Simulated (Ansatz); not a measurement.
Spectroscopic constants of Os2, multiplicity 7 (lowest of 2S+1 = 1, 3, 5, 7, 9 at PBE0/def2-TZVPP; our sources give no spin for the ground state, which may be another). No spin–orbit coupling.

The constants come from a fifth-degree fit in 1/R (seven points, main isotopes). In def2 and cc sets the state is the lowest found near the PBE0 minimum, followed along R.

Correlated levels freeze the inner cores; with def2 sets outer-core shells near the valence are correlated too.

Codes used: Ansatz (an electronic-structure program).  In def2 rows elements past Kr take small-core potentials, without spin–orbit coupling.

Energies at B2PLYP/def2-TZVPP:

```
R (Å)       E (hartree)
--------  -------------
2.058696  -180.96513047
2.114037  -180.97456517
2.164951  -180.97943156
2.222506  -180.98131700
2.280061  -180.98006631
2.346470  -180.97547730
2.423948  -180.96651503
```

Q: With a reduced mass of 95.9807 u, find the minimum, the force constant and the constants.

A: A fifth-degree polynomial in 1/R puts the minimum at r_e = 2.2263 Å with force constant 404 N/m. Then ω_e = (1/2πc)√(k/μ) = 267 cm⁻¹ and B_e = h/(8π²cμr_e²) = 0.03543 cm⁻¹; the cubic and quartic terms give α_e = 4.9e-5 and ω_e x_e = 0.084 cm⁻¹.
